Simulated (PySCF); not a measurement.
Al(Br)2(OH), HAlBr2O, SMILES [OH][Al]([Br])[Br], B3LYP/def2-SVP optimised geometry.

```
5

Al    -0.47    -0.14     0.00
Br    -1.56    -2.10     0.00
Br     1.78    -0.14     0.00
O     -1.30     1.29     0.00
H     -1.78     2.10     0.00
```

Density from B3LYP/def2-TZVP in PySCF at that geometry.

Minimum of the electron density along straight lines between bonded atoms, close to the bond critical point (lines longer than 1.1 times the sum of covalent radii, or with two minima, are not listed):

```json
[
 {"bond": "Al1–Br2", "length / Å": "2.250", "ρ at the minimum / e bohr⁻³": "0.068", "∇²ρ there / e bohr⁻⁵": "0.19", "position (fraction from the first atom)": "0.37"},
 {"bond": "Al1–Br3", "length / Å": "2.250", "ρ at the minimum / e bohr⁻³": "0.068", "∇²ρ there / e bohr⁻⁵": "0.19", "position (fraction from the first atom)": "0.37"},
 {"bond": "Al1–O4", "length / Å": "1.652", "ρ at the minimum / e bohr⁻³": "0.113", "∇²ρ there / e bohr⁻⁵": "0.93", "position (fraction from the first atom)": "0.44"},
 {"bond": "O4–H5", "length / Å": "0.950", "ρ at the minimum / e bohr⁻³": "0.358", "∇²ρ there / e bohr⁻⁵": "-2.54", "position (fraction from the first atom)": "0.82"}
]
```
